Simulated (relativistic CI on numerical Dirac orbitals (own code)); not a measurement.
# Racah parameters of the free ion Mo⁴⁺ from its measured terms

Problem. The configuration 4s²4p⁶4d² of Mo⁴⁺ has the measured levels ³F: 0.0 (J = 2), 1577.9 (J = 3), 3357.3 (J = 4); ³P: 11161.5 (J = 0), 11806.9 (J = 1), 13408.2 (J = 2); ¹D: 10190.3 (J = 2) cm⁻¹ (Sugar and Musgrove, J. Phys. Chem. Ref. Data 17, 155 (1988)). Find B and C, and predict the term ¹G.

Working.
1. Centres of gravity, weighted by 2J + 1: ³F 1964.8, ³P 12624.8, ¹D 10190.3 cm⁻¹.
2. ³P − ³F = 15B gives B = 10660.0/15 = 711 cm⁻¹.
3. ¹D − ³F = 5B + 2C gives C = (8225.5 − 3553.3)/2 = 2336 cm⁻¹, and C/B = 3.29.
4. ¹G − ³F = 12B + 2C = 13200 cm⁻¹.

Check. The measured centre of ¹G lies 14389 cm⁻¹ above that of ³F, so the two-parameter theory misses by -1189 cm⁻¹; fits add the Trees term αL(L + 1) for such residues. In a CI calculation the ¹D level holds 22 % of 4s²4p⁶4d² ³P, a mixing that shifts it and so biases the parameters. The calculated radial integrals (Dirac-KLI orbitals, unscaled: F² = 66779, F⁴ = 44153 cm⁻¹) give B = F²/49 − 5F⁴/441 = 862 and C = 35F⁴/441 = 3504 cm⁻¹, so the measured B is 82 % and C 67 % of them. A complex lowers B further; the nephelauxetic ratio is taken against the free-ion value found here.
